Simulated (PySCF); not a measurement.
PySCF input (TPSSh/def2-TZVPD):

```python
from pyscf import gto, scf, dft

mol = gto.M(
    atom='''
    O    -0.60707845    1.10719948   -1.51867017
    Ge    0.23635642    0.12306161   -0.06807321
    O    -0.99379514    0.79279427    1.14624438
    O    -0.35202903   -1.49351267   -0.75863243
    O     1.20793414   -0.79435724    1.34561722
    H    -1.17447256    1.73520756   -1.05353340
    H    -0.74025138    0.36567832    1.97305677
    H    -0.91128034   -1.22556678   -1.49739774
    H     1.22234668   -1.71028137    1.03974514
    ''',
    basis='def2-tzvpd',
    charge=-1,
    spin=1,
    verbose=4,
)

mf = dft.UKS(mol, xc='tpssh').density_fit(auxbasis='def2-universal-jkfit')
mf.grids.level = 3
mf.conv_tol = 1e-9
mf.max_cycle = 100
mf.max_memory = 1500
mf.kernel()
if not mf.converged:
    mf = mf.newton()
    mf.kernel(mf.make_rdm1())
for _ in range(2):
    mo, _, stable, _ = mf.stability(return_status=True)
    if stable:
        break
    mf.kernel(mf.make_rdm1(mo, mf.mo_occ))
mf.analyze()
```

Output:

```
PySCF version 2.14.0

[INPUT] verbose = 4
[INPUT] num. atoms = 9
[INPUT] num. electrons = 69
[INPUT] charge = -1
[INPUT] spin (= nelec alpha-beta = 2S) = 1
[INPUT] symmetry False subgroup None
[INPUT] Mole.unit = angstrom
[INPUT] Symbol           X                Y                Z      unit          X                Y                Z       unit  Magmom
[INPUT]  1 O     -0.607078450000   1.107199480000  -1.518670170000 AA   -1.147212006625   2.092303782461  -2.869870694847 Bohr   0.0
[INPUT]  2 Ge     0.236356420000   0.123061610000  -0.068073210000 AA    0.446648901583   0.232552739348  -0.128639723320 Bohr   0.0
[INPUT]  3 O     -0.993795140000   0.792794270000   1.146244380000 AA   -1.878000638524   1.498164043424   2.166087950022 Bohr   0.0
[INPUT]  4 O     -0.352029030000  -1.493512670000  -0.758632430000 AA   -0.665238454596  -2.822329909868  -1.433607521913 Bohr   0.0
[INPUT]  5 O      1.207934140000  -0.794357240000   1.345617220000 AA    2.282664701112  -1.501117628665   2.542848014299 Bohr   0.0
[INPUT]  6 H     -1.174472560000   1.735207560000  -1.053533400000 AA   -2.219431479217   3.279067057675  -1.990889589082 Bohr   0.0
[INPUT]  7 H     -0.740251380000   0.365678320000   1.973056770000 AA   -1.398872371531   0.691031874491   3.728536923519 Bohr   0.0
[INPUT]  8 H     -0.911280340000  -1.225566780000  -1.497397740000 AA   -1.722070265301  -2.315985561565  -2.829671628143 Bohr   0.0
[INPUT]  9 H      1.222346680000  -1.710281370000   1.039745140000 AA    2.309900454471  -3.231963385246   1.964833553948 Bohr   0.0

nuclear repulsion = 419.433348277504
number of shells = 94
number of NR pGTOs = 370
number of NR cGTOs = 250
basis = def2-tzvpd
ecp = {}

******** <class 'pyscf.df.df_jk.DFUKS'> ********
method = DFUKS
initial guess = minao
damping factor = 0
level_shift factor = 0
DIIS = <class 'pyscf.scf.diis.CDIIS'>
diis_start_cycle = 1
diis_space = 8
diis_damp = 0
SCF conv_tol = 1e-09
SCF conv_tol_grad = None
SCF max_cycles = 100
direct_scf = False
number electrons alpha = 35  beta = 34
XC library pyscf.dft.libxc version 7.1.2
    S. Lehtola, C. Steigemann, M. J. T. Oliveira, and M. A. L. Marques,  SoftwareX 7, 1–5 (2018)
XC functionals = tpssh
    V. N. Staroverov, G. E. Scuseria, J. Tao, and J. P. Perdew,  J. Chem. Phys. 119, 12129 (2003)
radial grids:
    Treutler-Ahlrichs [JCP 102, 346 (1995); DOI:10.1063/1.469408] (M4) radial grids

becke partition: Becke, JCP 88, 2547 (1988); DOI:10.1063/1.454033
pruning grids: <function nwchem_prune>
grids dens level: 3
symmetrized grids: False
atomic radii adjust function: <function treutler_atomic_radii_adjust>
small_rho_cutoff = 0
Set gradient conv threshold to 3.16228e-05
tot grids = 116200
******** <class 'pyscf.df.df.DF'> ********
auxbasis = def2-universal-jkfit
init E= -2379.94194431026
  alpha nocc = 35  HOMO = -0.191535889231396  LUMO = -0.0321686272851105
[...]
  beta  nocc = 34  HOMO = -0.0873752603735482  LUMO = 0.0800877685790766
  HOMO = 0.0103428190244  LUMO = 0.0800877685791  gap/eV = 1.89786
Extra cycle  E= -2380.52025266199  delta_E= 1.38e-09  |g|= 6.81e-05  |ddm|= 0.000101
converged SCF energy = -2380.52025266199  <S^2> = 0.75302628  2S+1 = 2.003024
uhf_internal: lowest eigs of H = [0.2212626  0.23469493 0.24189724]
<class 'pyscf.df.df_jk.DFUKS'> wavefunction is stable in the internal stability analysis
**** SCF Summaries ****
Total Energy =                       -2380.520252661990980
Nuclear Repulsion Energy =             419.433348277504138
One-electron Energy =                -4162.867489268803183
Two-electron Energy =                 1362.913888329307838
Two-electron Coulomb Energy =         1478.070910607239057
DFT Exchange-Correlation Energy =     -115.157022277931219
HOMO-LUMO gap [eV] =                     1.897856745276719
**** MO energy ****
                             alpha | beta                alpha | beta
MO #1   energy= -398.292611421708  | -398.291604246641  occ= 1 | 1
MO #2   energy= -49.3992488551145  | -49.3987127856474  occ= 1 | 1
MO #3   energy= -43.8920688327276  | -43.8913395533569  occ= 1 | 1
MO #4   energy= -43.8916753028713  | -43.8912358168115  occ= 1 | 1
MO #5   energy= -43.8914725372148  | -43.8906764209527  occ= 1 | 1
MO #6   energy= -18.8612543009725  | -18.8600100711416  occ= 1 | 1
MO #7   energy= -18.8612511043566  | -18.86000675024    occ= 1 | 1
MO #8   energy= -18.8536531166458  | -18.8487167319191  occ= 1 | 1
MO #9   energy= -18.853622298667   | -18.8486862955435  occ= 1 | 1
MO #10  energy= -5.97276159413796  | -5.97097693006122  occ= 1 | 1
MO #11  energy= -4.13964119363991  | -4.13778500584127  occ= 1 | 1
MO #12  energy= -4.13900698782135  | -4.1368190549268   occ= 1 | 1
MO #13  energy= -4.13734014528605  | -4.13624051416926  occ= 1 | 1
MO #14  energy= -0.978867800648345 | -0.976516838166482 occ= 1 | 1
MO #15  energy= -0.978204479347405 | -0.97521806414648  occ= 1 | 1
MO #16  energy= -0.973671190711371 | -0.970401867319553 occ= 1 | 1
MO #17  energy= -0.971761472786809 | -0.96935700481722  occ= 1 | 1
MO #18  energy= -0.971550961707534 | -0.968815395347658 occ= 1 | 1
MO #19  energy= -0.786431302269893 | -0.781873380867882 occ= 1 | 1
MO #20  energy= -0.760415643498845 | -0.757595485753023 occ= 1 | 1
MO #21  energy= -0.755925151168512 | -0.746066052120648 occ= 1 | 1
MO #22  energy= -0.739903924760785 | -0.731878902335459 occ= 1 | 1
MO #23  energy= -0.332424343260108 | -0.321823457445468 occ= 1 | 1
MO #24  energy= -0.272917126391285 | -0.270992275110032 occ= 1 | 1
MO #25  energy= -0.269692773733074 | -0.265186816001667 occ= 1 | 1
MO #26  energy= -0.260601418950019 | -0.254192405856847 occ= 1 | 1
MO #27  energy= -0.1832211462021   | -0.18043090259958  occ= 1 | 1
MO #28  energy= -0.157808043197016 | -0.152151766662593 occ= 1 | 1
MO #29  energy= -0.154530189342395 | -0.140623882746289 occ= 1 | 1
MO #30  energy= -0.147193399268011 | -0.132645464393451 occ= 1 | 1
MO #31  energy= -0.113376124478213 | -0.102372541574539 occ= 1 | 1
MO #32  energy= -0.101024173332006 | -0.0995663467911692 occ= 1 | 1
MO #33  energy= -0.093849851127349 | -0.0886857778084622 occ= 1 | 1
MO #34  energy= -0.0924489218684586 | -0.0873752603735482 occ= 1 | 1
MO #35  energy= 0.0103428190244372 | 0.0800877685790766 occ= 1 | 0
MO #36  energy= 0.131662031455915  | 0.144835135204649  occ= 0 | 0
MO #37  energy= 0.142599463768313  | 0.14764431591113   occ= 0 | 0
MO #38  energy= 0.147018961413714  | 0.15158316212579   occ= 0 | 0
MO #39  energy= 0.164319075153477  | 0.170371238286377  occ= 0 | 0
MO #40  energy= 0.182471058867262  | 0.188581689699685  occ= 0 | 0
MO #41  energy= 0.19303771284006   | 0.198799961421063  occ= 0 | 0
MO #42  energy= 0.195672812169997  | 0.204969727439353  occ= 0 | 0
MO #43  energy= 0.202942089007357  | 0.206845850801547  occ= 0 | 0
MO #44  energy= 0.216861739419002  | 0.220769467817485  occ= 0 | 0
MO #45  energy= 0.22290923984509   | 0.23507600410874   occ= 0 | 0
MO #46  energy= 0.23454756134954   | 0.238967862764787  occ= 0 | 0
MO #47  energy= 0.242592990983583  | 0.246954403592751  occ= 0 | 0
MO #48  energy= 0.248263010859315  | 0.252404560351079  occ= 0 | 0
MO #49  energy= 0.250106970981993  | 0.257390036572905  occ= 0 | 0
MO #50  energy= 0.263898066990973  | 0.270844122555665  occ= 0 | 0
MO #51  energy= 0.27862020081043   | 0.282998801211612  occ= 0 | 0
MO #52  energy= 0.300692920219628  | 0.305569124290639  occ= 0 | 0
MO #53  energy= 0.305539449941657  | 0.31048191984392   occ= 0 | 0
MO #54  energy= 0.308964309481815  | 0.313643212852555  occ= 0 | 0
MO #55  energy= 0.321872063710793  | 0.324801698801057  occ= 0 | 0
MO #56  energy= 0.332209306681031  | 0.34424706366817   occ= 0 | 0
MO #57  energy= 0.341746706401387  | 0.349900535864165  occ= 0 | 0
MO #58  energy= 0.347086781333036  | 0.351614282466709  occ= 0 | 0
MO #59  energy= 0.349248559070778  | 0.354991724861054  occ= 0 | 0
MO #60  energy= 0.355084390128455  | 0.36159131055795   occ= 0 | 0
MO #61  energy= 0.391539063070736  | 0.397319887769684  occ= 0 | 0
MO #62  energy= 0.393581497886805  | 0.400294454980168  occ= 0 | 0
MO #63  energy= 0.406754083103304  | 0.40957314446263   occ= 0 | 0
MO #64  energy= 0.41056870696732   | 0.41418962625839   occ= 0 | 0
MO #65  energy= 0.421939171553854  | 0.424219225324127  occ= 0 | 0
MO #66  energy= 0.430816763703394  | 0.437839561291757  occ= 0 | 0
MO #67  energy= 0.438584486787967  | 0.441313749479321  occ= 0 | 0
MO #68  energy= 0.444062302970321  | 0.447533136963124  occ= 0 | 0
MO #69  energy= 0.45459838060239   | 0.457310061122994  occ= 0 | 0
MO #70  energy= 0.458614866099528  | 0.461842295350008  occ= 0 | 0
MO #71  energy= 0.462711107669967  | 0.465238613726442  occ= 0 | 0
MO #72  energy= 0.477333038774584  | 0.48005953052788   occ= 0 | 0
MO #73  energy= 0.477346717983151  | 0.481510528850134  occ= 0 | 0
MO #74  energy= 0.502290729411757  | 0.505229536708588  occ= 0 | 0
MO #75  energy= 0.514375425731121  | 0.518963263695677  occ= 0 | 0
MO #76  energy= 0.527823218618245  | 0.534839661575781  occ= 0 | 0
MO #77  energy= 0.549541402277706  | 0.556393487527672  occ= 0 | 0
MO #78  energy= 0.551874875709937  | 0.558480165925047  occ= 0 | 0
MO #79  energy= 0.552106818890476  | 0.560452319754487  occ= 0 | 0
MO #80  energy= 0.586417014489421  | 0.590079580716411  occ= 0 | 0
MO #81  energy= 0.591507238456949  | 0.595071492864698  occ= 0 | 0
MO #82  energy= 0.592894294241354  | 0.595431473751964  occ= 0 | 0
MO #83  energy= 0.6040046280064    | 0.610578299323288  occ= 0 | 0
MO #84  energy= 0.611722170503947  | 0.618600965077398  occ= 0 | 0
MO #85  energy= 0.631636294282395  | 0.636324726577952  occ= 0 | 0
MO #86  energy= 0.647083494446221  | 0.652539358391012  occ= 0 | 0
MO #87  energy= 0.650763507536761  | 0.65321387138926   occ= 0 | 0
MO #88  energy= 0.658337438823456  | 0.664100813348569  occ= 0 | 0
MO #89  energy= 0.682518451972434  | 0.687775912275924  occ= 0 | 0
MO #90  energy= 0.715368779446406  | 0.719477521104219  occ= 0 | 0
MO #91  energy= 0.720629958284033  | 0.729287298119522  occ= 0 | 0
MO #92  energy= 0.729623070159122  | 0.734660887354122  occ= 0 | 0
MO #93  energy= 0.735391091504354  | 0.738264663080569  occ= 0 | 0
MO #94  energy= 0.746846680947445  | 0.753359834707483  occ= 0 | 0
MO #95  energy= 0.764493770595358  | 0.771091797385581  occ= 0 | 0
MO #96  energy= 0.775769852574222  | 0.788586566397061  occ= 0 | 0
MO #97  energy= 0.782775302600732  | 0.788845875656657  occ= 0 | 0
MO #98  energy= 0.811050763154972  | 0.814124814138944  occ= 0 | 0
MO #99  energy= 0.821790043505029  | 0.826849637127255  occ= 0 | 0
MO #100 energy= 0.824184789341895  | 0.827356614817634  occ= 0 | 0
MO #101 energy= 0.831864564047416  | 0.83680666283461   occ= 0 | 0
MO #102 energy= 0.852197568470758  | 0.856748026061732  occ= 0 | 0
MO #103 energy= 0.867351835725912  | 0.873654066648644  occ= 0 | 0
MO #104 energy= 0.881990396459198  | 0.88782828026703   occ= 0 | 0
[...]
```
